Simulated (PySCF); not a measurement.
N-silylprop-2-yn-1-amine (C3H7NSi), SMILES C#CCN[SiH3]. Atoms are numbered in the order given.

```xyz
12

C      2.1755     1.6020     0.3493
C      1.5760     0.5526     0.4785
C      0.8289    -0.7074     0.5854
N     -0.1846    -0.9096    -0.4406
Si    -1.7405    -0.1249    -0.3823
H      2.7039     2.5312     0.2421
H      0.3408    -0.7504     1.5765
H      1.5460    -1.5494     0.5762
H      0.2269    -1.0280    -1.3641
H     -2.3285    -0.4089     0.9610
H     -2.5708    -0.7260    -1.4662
H     -1.7415     1.3642    -0.5686
```

Geometry optimised at r2SCAN-D4/def2-SVP. Other conformers were not sampled.

These are PySCF with PBE0/pcSseg-1 values and carry that method's errors.

GIAO shieldings, no solvent; atoms listed in one row are averaged. δ = σ(ref) − σ: ¹³C against TMS (σ = 186.3 ppm); ¹⁵N against NH3 (σ = 267.4 ppm); ²⁹Si against TMS (σ = 352.7 ppm); ¹H against TMS (σ = 31.56 ppm), references at their B3LYP-D3(BJ)/def2-TZVP geometries, non-relativistic.

Question: Estimate the chemical shifts. (The exact figures need the calculation; the answer reports its results.)

Answer: 
| nucleus | atoms | count | δ (ppm) |
|---|---|---|---|
| ¹³C | C2 | 1 | 88.5 |
| ¹³C | C1 | 1 | 79.9 |
| ¹³C | C3 | 1 | 39.3 |
| ¹⁵N | N4 | 1 | 27.0 |
| ²⁹Si | Si5 | 1 | -48.9 |
| ¹H | H10, H11, H12 | 3 | 4.89 |
| ¹H | H8 | 1 | 4.07 |
| ¹H | H7 | 1 | 3.64 |
| ¹H | H6 | 1 | 2.49 |
| ¹H | H9 | 1 | 0.23 |
